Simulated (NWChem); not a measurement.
System: Si3H7Cl; SMILES [SiH3][SiH]([SiH3])Cl

Here is an NWChem input.

```
start job
memory heap 200 mb stack 900 mb global 1100 mb
geometry units angstroms noautosym nocenter noautoz
  Si    -0.061836     0.584225     0.000000
  Si     0.983311    -0.174723    -1.959024
  Si     0.983311    -0.174723     1.959024
  Cl    -2.011416    -0.175355     0.000000
  H     -0.151346     2.077328     0.000000
  H      2.380429     0.357449    -2.023170
  H      0.222201     0.285475    -3.159415
  H      1.029325    -1.668185    -1.941459
  H      0.222201     0.285475     3.159415
  H      2.380429     0.357449     2.023170
  H      1.029325    -1.668185     1.941459
end
basis spherical
  * library sto-3g
end
dft
  xc hfexch
  iterations 150
end
property
  shielding 7 1 2 4 5 6 7 8
end
task dft property
```

Excerpt of the output:

```
             Northwest Computational Chemistry Package (NWChem) 7.3.0
             --------------------------------------------------------

                             Geometry "geometry" -> ""
                             -------------------------

 Output coordinates in angstroms (scale by  1.889725989 to convert to a.u.)

  No.       Tag          Charge          X              Y              Z
 ---- ---------------- ---------- -------------- -------------- --------------
    1 Si                  14.0000    -0.06183600     0.58422500     0.00000000
    2 Si                  14.0000     0.98331100    -0.17472300    -1.95902400
    3 Si                  14.0000     0.98331100    -0.17472300     1.95902400
    4 Cl                  17.0000    -2.01141600    -0.17535500     0.00000000
    5 H                    1.0000    -0.15134600     2.07732800     0.00000000
    6 H                    1.0000     2.38042900     0.35744900    -2.02317000
    7 H                    1.0000     0.22220100     0.28547500    -3.15941500
    8 H                    1.0000     1.02932500    -1.66818500    -1.94145900
    9 H                    1.0000     0.22220100     0.28547500     3.15941500
   10 H                    1.0000     2.38042900     0.35744900     2.02317000
   11 H                    1.0000     1.02932500    -1.66818500     1.94145900

 Effective nuclear repulsion energy (a.u.)     327.7390657579

  xc_inp: hfexch multiplicative factor not found.
                              NWChem Property Module
                              ----------------------

  itol2e modified to match energy
  convergence criterion.

                                 NWChem DFT Module
                                 -----------------

 Summary of "ao basis" -> "ao basis" (spherical)
 ------------------------------------------------------------------------------
       Tag                 Description            Shells   Functions and Types
 ---------------- ------------------------------  ------  ---------------------
 Si                          sto-3g                  5        9   3s2p
 Cl                          sto-3g                  5        9   3s2p
 H                           sto-3g                  1        1   1s

  itol2e modified to match energy
  convergence criterion.

            General Information
            -------------------
          SCF calculation type: DFT
          Wavefunction type:  closed shell.
          No. of atoms     :    11
          No. of electrons :    66
           Alpha electrons :    33
            Beta electrons :    33
          Charge           :     0
          Spin multiplicity:     1
          Use of symmetry is: off; symmetry adaption is: off
          Maximum number of iterations: 150
          AO basis - number of functions:    43
                     number of shells:    27
          Convergence on energy requested:  1.00D-07
          Convergence on density requested:  1.00D-05
          Convergence on gradient requested:  5.00D-04

              XC Information
              --------------
                     Hartree-Fock (Exact) Exchange  1.000

      Superposition of Atomic Density Guess
      -------------------------------------

 Sum of atomic energies:       -1314.17050423

      Non-variational initial energy
      ------------------------------

 Total energy =   -1313.639032
 1-e energy   =   -2488.764831
 2-e energy   =     847.386733
 HOMO         =      -0.084538
 LUMO         =       0.308982

   convergence    iter        energy       DeltaE   RMS-Dens  Diis-err
 ---------------- ----- ----------------- --------- --------- ---------
 d= 0,ls=0.0,diis     1  -1315.4859329977 -1.64D+03  1.76D-02  1.85D-01
 d= 0,ls=0.0,diis     2  -1315.5376137577 -5.17D-02  3.06D-03  7.63D-03
 d= 0,ls=0.0,diis     3  -1315.5395637642 -1.95D-03  1.16D-03  4.64D-04
 d= 0,ls=0.0,diis     4  -1315.5397359088 -1.72D-04  1.17D-04  5.31D-06
 d= 0,ls=0.0,diis     5  -1315.5397377801 -1.87D-06  2.37D-05  1.83D-07
 d= 0,ls=0.0,diis     6  -1315.5397378553 -7.52D-08  4.03D-06  4.44D-09

         Total DFT energy =    -1315.539737855270
      One electron energy =    -2483.383295045523
           Coulomb energy =      931.584763439884
    Exchange-Corr. energy =      -91.480272007522
 Nuclear repulsion energy =      327.739065757892

 Numeric. integr. density =        0.000000000000

                       DFT Final Molecular Orbital Analysis
                       ------------------------------------

 Vector   31  Occ=2.000000D+00  E=-3.913752D-01
              MO Center= -1.1D+00, -1.1D-01,  2.0D-13, r^2= 3.9D+00
   Bfn.  Coefficient  Atom+Function         Bfn.  Coefficient  Atom+Function
  ----- ------------  ---------------      ----- ------------  ---------------
    35      0.750354   4 Cl py                7     -0.319491   1 Si px
    34      0.300648   4 Cl px               31     -0.205058   4 Cl py
    38      0.155553   6 H  s                42      0.155553  10 H  s
    16      0.139092   2 Si px               25      0.139092   3 Si px
     6     -0.128432   1 Si s                33     -0.127363   4 Cl s

 Vector   32  Occ=2.000000D+00  E=-3.389229D-01
              MO Center= -8.2D-01,  1.8D-01, -3.7D-14, r^2= 4.1D+00
   Bfn.  Coefficient  Atom+Function         Bfn.  Coefficient  Atom+Function
  ----- ------------  ---------------      ----- ------------  ---------------
    35      0.602582   4 Cl py               34     -0.466928   4 Cl px
    37     -0.341265   5 H  s                 7      0.224115   1 Si px
     8     -0.222507   1 Si py                6      0.172776   1 Si s
    18      0.162501   2 Si pz               27     -0.162501   3 Si pz
    31     -0.161015   4 Cl py               30      0.126194   4 Cl px

 Vector   33  Occ=2.000000D+00  E=-2.994300D-01
              MO Center= -5.8D-02,  8.3D-02,  8.5D-14, r^2= 4.6D+00
   Bfn.  Coefficient  Atom+Function         Bfn.  Coefficient  Atom+Function
  ----- ------------  ---------------      ----- ------------  ---------------
    36      0.533411   4 Cl pz                9     -0.460709   1 Si pz
    18      0.318625   2 Si pz               27      0.318625   3 Si pz
     5      0.172228   1 Si pz               39     -0.162569   7 H  s
    41      0.162569   9 H  s                16     -0.155591   2 Si px
    25      0.155591   3 Si px               15      0.147800   2 Si s

 Vector   34  Occ=0.000000D+00  E= 3.170469D-01
              MO Center= -9.4D-02,  1.5D-01, -1.1D-13, r^2= 3.5D+00
   Bfn.  Coefficient  Atom+Function         Bfn.  Coefficient  Atom+Function
  ----- ------------  ---------------      ----- ------------  ---------------
     6      0.941628   1 Si s                34     -0.592640   4 Cl px
    15     -0.409743   2 Si s                24     -0.409743   3 Si s
     8     -0.397555   1 Si py               18     -0.345662   2 Si pz
    27      0.345662   3 Si pz                7     -0.322734   1 Si px
    33     -0.319614   4 Cl s                17     -0.225768   2 Si py

 Vector   35  Occ=0.000000D+00  E= 3.554273D-01
              MO Center=  1.7D-01,  3.0D-01, -1.5D-13, r^2= 3.5D+00
   Bfn.  Coefficient  Atom+Function         Bfn.  Coefficient  Atom+Function
  ----- ------------  ---------------      ----- ------------  ---------------
     7      0.918623   1 Si px               15     -0.382243   2 Si s
    24     -0.382243   3 Si s                16      0.374672   2 Si px
    25      0.374672   3 Si px               34      0.372615   4 Cl px
    39      0.281038   7 H  s                41      0.281038   9 H  s
     3     -0.277337   1 Si px                6      0.271589   1 Si s

 Vector   36  Occ=0.000000D+00  E= 4.094236D-01
              MO Center=  5.0D-01,  1.6D-01,  1.6D-13, r^2= 3.3D+00
   Bfn.  Coefficient  Atom+Function         Bfn.  Coefficient  Atom+Function
  ----- ------------  ---------------      ----- ------------  ---------------
     9      0.961905   1 Si pz               15      0.554932   2 Si s
    24     -0.554932   3 Si s                18      0.476154   2 Si pz
    27      0.476154   3 Si pz                5     -0.284273   1 Si pz
    40     -0.258607   8 H  s                43      0.258607  11 H  s
    38     -0.244943   6 H  s                42      0.244943  10 H  s

     Multipole analysis of the density
     ---------------------------------

     L   x y z        total         alpha         beta         nuclear
     -   - - -        -----         -----         ----         -------
     0   0 0 0     -0.000000    -33.000000    -33.000000     66.000000

     1   1 0 0      1.230083      1.006691      1.006691     -0.783299
     1   0 1 0      0.364911     -0.131879     -0.131879      0.628668
     1   0 0 1      0.000000      0.000000      0.000000     -0.000000

     2   2 0 0    -43.744702   -217.350280   -217.350280    390.955858
     2   1 1 0     -0.586584      1.921190      1.921190     -4.428964
     2   1 0 1      0.000000      0.000000      0.000000     -0.000000
     2   0 2 0    -38.451090    -48.607363    -48.607363     58.763636
     2   0 1 1     -0.000000     -0.000000     -0.000000      0.000000
     2   0 0 2    -38.151132   -274.668186   -274.668186    511.185240

          -----------------------------------------
          Chemical Shielding Tensors (GIAO, in ppm)
          -----------------------------------------

                                NWChem CPHF Module
                                ------------------

  scftype          =     RHF
  nclosed          =       33
  nopen            =        0
  variables        =      330
  # of vectors     =        3
  tolerance        = 0.10D-03
  level shift      = 0.00D+00
  max iterations   =       50
  max subspace     =       30

 SCF residual:    1.1042305282401125E-005

Iterative solution of linear equations
  No. of variables      330
  No. of equations        3
  Maximum subspace       30
        Iterations       50
       Convergence  1.0D-04

   iter   nsub   residual    time
   ----  ------  --------  ---------
     1      3    2.54D+00       9.4
     2      6    8.05D-02      10.0
     3      9    1.30D-02      10.6
     4     12    1.95D-03      11.1
     5     15    3.87D-04      11.7
     6     18    7.49D-05      12.2

      Atom:    1  Si
        Diamagnetic
    874.0123      2.2637     -0.0000
      2.2637    865.0857      0.0000
     -0.0000      0.0000    869.2233

        Paramagnetic
   -235.2022     46.8353     -0.0000
     46.8353   -344.6843      0.0000
     -0.0000      0.0000   -311.4012

        Total Shielding Tensor
    638.8101     49.0990     -0.0000
     49.0990    520.4014      0.0000
     -0.0000      0.0000    557.8220

           isotropic =     572.3445
          anisotropy =     126.2639

          Principal Components and Axis System
                 1           2           3
              656.5204    557.8220    502.6911

      1         0.9407     -0.0000     -0.3393
      2         0.3393      0.0000      0.9407
      3         0.0000      1.0000     -0.0000

      Atom:    2  Si
        Diamagnetic
    868.7176     -0.7468     -2.9500
     -0.7468    866.6393      1.4901
     -2.9500      1.4901    872.0305

        Paramagnetic
   -224.1445     -4.6557     -3.7838
     -4.6557   -224.0485      2.4677
     -3.7838      2.4677   -216.9158

        Total Shielding Tensor
    644.5731     -5.4025     -6.7339
     -5.4025    642.5909      3.9578
     -6.7339      3.9578    655.1147

           isotropic =     647.4262
          anisotropy =      19.4929

          Principal Components and Axis System
                 1           2           3
              660.4215    643.9043    637.9529

      1        -0.4613      0.5560      0.6915
      2         0.3232     -0.6205      0.7145
      3         0.8263      0.5530      0.1065

      Atom:    3  Cl
        Diamagnetic
   1137.6581      3.7503      0.0000
      3.7503   1126.7259      0.0000
      0.0000      0.0000   1126.7179

        Paramagnetic
     -0.2923    -79.4166      0.0000
    -79.4166    162.3489     -0.0000
      0.0000     -0.0000    179.0438

        Total Shielding Tensor
   1137.3658    -75.6664      0.0000
    -75.6664   1289.0748     -0.0000
      0.0000     -0.0000   1305.7617

           isotropic =    1244.0674
          anisotropy =     114.4416

          Principal Components and Axis System
                 1           2           3
             1320.3618   1305.7617   1106.0788

      1        -0.3821      0.0000      0.9241
      2         0.9241      0.0000      0.3821
      3         0.0000      1.0000      0.0000

      Atom:    4  H
        Diamagnetic
     26.8046     -0.2463      0.0000
     -0.2463     41.1552      0.0000
      0.0000      0.0000     26.4414

        Paramagnetic
      1.3436      0.9148     -0.0000
      0.9148     -3.7865      0.0000
     -0.0000      0.0000      0.5321

        Total Shielding Tensor
     28.1483      0.6685     -0.0000
      0.6685     37.3687      0.0000
     -0.0000      0.0000     26.9735

           isotropic =      30.8302
          anisotropy =       9.8801

          Principal Components and Axis System
                 1           2           3
               37.4169     28.1000     26.9735

      1         0.0719      0.9974      0.0000
      2         0.9974     -0.0719      0.0000
      3         0.0000      0.0000      1.0000

      Atom:    5  H
        Diamagnetic
     38.7356      3.8470     -2.5399
      3.8470     27.5862     -0.1855
     -2.5399     -0.1855     28.7163

        Paramagnetic
     -1.7054     -1.1000      0.3183
     -1.1000      0.8450     -0.1095
      0.3183     -0.1095      0.9113

        Total Shielding Tensor
     37.0301      2.7471     -2.2216
      2.7471     28.4312     -0.2950
     -2.2216     -0.2950     29.6275

           isotropic =      31.6963
          anisotropy =      10.0454

          Principal Components and Axis System
                 1           2           3
               38.3933     29.1396     27.5561

      1         0.9327      0.1718     -0.3171
      2         0.2645      0.2721      0.9252
      3        -0.2453      0.9468     -0.2084

      Atom:    6  H
        Diamagnetic
     29.5841     -1.8163      3.8223
     -1.8163     27.0096     -2.8102
      3.8223     -2.8102     37.9350

        Paramagnetic
      0.3140      0.6069     -1.2803
      0.6069      0.9028      0.7466
     -1.2803      0.7466     -1.2903

        Total Shielding Tensor
     29.8981     -1.2094      2.5420
     -1.2094     27.9124     -2.0637
      2.5420     -2.0637     36.6447

           isotropic =      31.4851
          anisotropy =       9.8291

          Principal Components and Axis System
                 1           2           3
               38.0378     29.1737     27.2437

      1         0.3208      0.8943      0.3120
      2        -0.2258     -0.2477      0.9422
      3         0.9198     -0.3727      0.1225

      Atom:    7  H
        Diamagnetic
     26.9938     -1.5454     -1.2971
     -1.5454     39.1956      1.8510
     -1.2971      1.8510     28.5406

        Paramagnetic
      1.2247      0.1677      0.1438
      0.1677     -2.2633     -0.1436
      0.1438     -0.1436      0.9054

        Total Shielding Tensor
     28.2185     -1.3776     -1.1533
     -1.3776     36.9323      1.7074
     -1.1533      1.7074     29.4460

           isotropic =      31.5323
          anisotropy =       9.0660

          Principal Components and Axis System
                 1           2           3
               37.5762     29.5067     27.5139

      1        -0.1690     -0.4575      0.8730
      2         0.9595     -0.2790      0.0396
      3         0.2255      0.8443      0.4861
```

Level: Hartree-Fock/STO-3G, GIAO. STO-3G and 3-21G are far too small for this property and stand as cheap habits. Structure relaxed at the PBE0/def2-SVP level. The output numbers the shielded atoms by their place in the input's list. The printed shielding anisotropy is the first printed principal value minus the mean of the other two.
